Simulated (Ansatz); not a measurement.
C$_{4}$H$_{7}$ (SMILES [CH2]C(=C)C), doublet (typed; the unrestricted solution is spin-contaminated), at a GFN2-xTB geometry. Base run: MP2/def2-SV(P) in Ansatz (a first-principles code).

Here is a job for Ansatz.
Ansatz 0.2 input:
```yaml
crystal:
  periodic: [false, false, false]
  atoms:
    - {symbol: C, position_ang: [-0.19495187, 0.15685852, 1.40366555]}
    - {symbol: C, position_ang: [-0.00119422, 0.08240982, 0.04378401]}
    - {symbol: H, position_ang: [-0.29377985, 1.10630927, 1.89854694]}
    - {symbol: H, position_ang: [-0.25392347, -0.72596582, 2.01373916]}
    - {symbol: C, position_ang: [0.07590634, 1.21165371, -0.74090455]}
    - {symbol: H, position_ang: [0.22795896, 1.14765059, -1.80292646]}
    - {symbol: H, position_ang: [-0.01487156, 2.19324052, -0.31204544]}
    - {symbol: C, position_ang: [0.11066686, -1.26726994, -0.61376699]}
    - {symbol: H, position_ang: [0.38726064, -2.03093733, 0.10821526]}
    - {symbol: H, position_ang: [-0.84735425, -1.54391310, -1.05326649]}
    - {symbol: H, position_ang: [0.85214687, -1.24829667, -1.40893108]}
basis:
  gaussian:
    orbitals: def2-SV_P_.json
magnetization: {spin_polarized: true, initial_magnetization: 1}
correlation: {method: mp2}
```
The basis file holds def2-SV(P) in the JSON format of the Basis Set Exchange.

Variants of this job, named by their change:

```json
[
 {"change": "base", "basis functions": "70", "E (Eh)": "-155.83513", "MP2 correlation (Eh)": "-0.46272"},
 {"change": "basis = STO-3G", "basis functions": "27", "E (Eh)": "-153.81134", "MP2 correlation (Eh)": "-0.17680"},
 {"change": "basis = 6-31G", "basis functions": "50", "E (Eh)": "-155.76892", "MP2 correlation (Eh)": "-0.32031"},
 {"change": "basis = 3-21G", "basis functions": "50", "E (Eh)": "-154.96478", "MP2 correlation (Eh)": "-0.32256"},
 {"change": "basis = cc-pVDZ", "basis functions": "91", "E (Eh)": "-156.03017", "MP2 correlation (Eh)": "-0.51354"},
 {"change": "basis = 6-31G**", "basis functions": "95", "E (Eh)": "-156.03494", "MP2 correlation (Eh)": "-0.51953"},
 {"change": "basis = 6-311G**", "basis functions": "114", "E (Eh)": "-156.08622", "MP2 correlation (Eh)": "-0.54300"},
 {"change": "basis = def2-SVPD", "basis functions": "136", "E (Eh)": "-155.93427", "MP2 correlation (Eh)": "-0.53660"},
 {"change": "basis = aug-cc-pVDZ", "basis functions": "155", "E (Eh)": "-156.05667", "MP2 correlation (Eh)": "-0.53469"},
 {"change": "basis = def2-TZVP", "basis functions": "166", "E (Eh)": "-156.17460", "MP2 correlation (Eh)": "-0.61215"},
 {"change": "basis = def2-TZVPD", "basis functions": "211", "E (Eh)": "-156.17854", "MP2 correlation (Eh)": "-0.61578"},
 {"change": "basis = pc-2", "basis functions": "218", "E (Eh)": "-156.18501", "MP2 correlation (Eh)": "-0.62511"},
 {"change": "basis = def2-TZVPP", "basis functions": "222", "E (Eh)": "-156.19586", "MP2 correlation (Eh)": "-0.63098"}
]
```

Totals compare only among sets that treat the same electrons; sets with core potentials leave the core out.
